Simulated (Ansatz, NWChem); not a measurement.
Worked example: the enthalpy of formation of CBr2ClF (dibromochlorofluoromethane)

CBr2ClF has 5 atoms, charge 0, and is taken as a singlet. SMILES: `FC(Cl)(Br)Br`. The shape is that of a PBE0-D4/def2-TZVP optimisation.

```xyz
5

F     1.2194   -0.7086    0.2666
C     0.0747   -0.0675    0.0417
Cl   -0.9434   -0.2121    1.4606
Br   -0.7819   -0.8770   -1.4945
Br    0.4812    1.7915   -0.3159
```

Total energies at BLYP/cc-pVDZ (NWChem 7.3.0); the atoms run unrestricted:

| species | state | energy (Eh) |
| --- | --- | --- |
| CBr2ClF | singlet | -5746.411830 |
| F | doublet | -99.713358 |
| C | triplet | -37.837837 |
| Cl | doublet | -460.139392 |
| Br | doublet | -2574.109653 |

Harmonic wavenumbers at PBE0-D4/def2-TZVP, in cm⁻¹: 160, 196, 270, 314, 348, 475, 756, 814, 1117.

Measured heats of formation of the gaseous atoms at 298.15 K, in kJ/mol: F 79.4, C 716.9, Cl 121.3, Br 111.9. Spin-orbit lowering of the atoms at 298 K (mean of the ground term's levels less their thermal mean, from spectra), in kJ/mol: F 1.29, C 0.02, Cl 3.44, Br 14.69. Take 1 Eh = 2625.50 kJ/mol, 1 cm⁻¹ = 0.0119627 kJ/mol, RT = 2.479 kJ/mol.

What heat of formation follows?


1. Electronic atomisation energy: (-99.713358) + (-37.837837) + (-460.139392) + 2 × (-2574.109653) − (-5746.411830) = 0.501937 Eh = 1317.8 kJ/mol.
2. Zero-point energy: half the sum of the wavenumbers, 2225 cm⁻¹ = 26.6 kJ/mol.
3. Thermal vibrational enthalpy, Σ hcν̃/(exp(hcν̃/kT) − 1): 7.5 kJ/mol. Translation, rotation and pV of a non-linear molecule: 4 RT = 9.9 kJ/mol.
4. The 5 free atoms carry 5/2 RT each: 31.0 kJ/mol.
5. Spin-orbit coupling lowers the free atoms by 1.29 + 0.02 + 3.44 + 2 × 14.69 = 34.1 kJ/mol.
6. Atomisation enthalpy at 298 K: 1317.8 − 34.1 − 26.6 − 7.5 − 9.9 + 31.0 = 1270.7 kJ/mol.
7. Sum of the atoms' heats of formation: 1141.4 kJ/mol. Heat of formation: 1141.4 − 1270.7 = -129.3 kJ/mol.

The tabulated value is -187.4 kJ/mol (Active Thermochemical Tables), so this level is off by +58.1 kJ/mol, or 4.4 % of the atomisation enthalpy. Relativity is left out. Anharmonicity and any spin-orbit splitting of the molecule are left out.
